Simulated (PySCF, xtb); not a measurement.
Ta(F)4(SH) (F4HSTa), SMILES [F][Ta]([F])([F])([F])[SH], multiplicity 1.

GFN2-xTB (xtb) at its own geometry gives an orbital gap of 3.24 eV and a dipole moment of 1.19 D.

Geometry: B3LYP-D3(BJ)/def2-SVP. The multiplicity is an assumed one; no other spin state was optimised. The structure was generated by enumeration; whether it is a known compound was not checked. The def2 effective core potentials stand for the cores of Ta; spin–orbit coupling is left out. The values are those of a single conformer.

What does PBE/def2-TZVP (PySCF) give? (An estimate is asked for; the answer gives what the named calculation found.)

gap 3.60 eV (levels -7.41 and -3.81 eV), dipole 0.93 D.
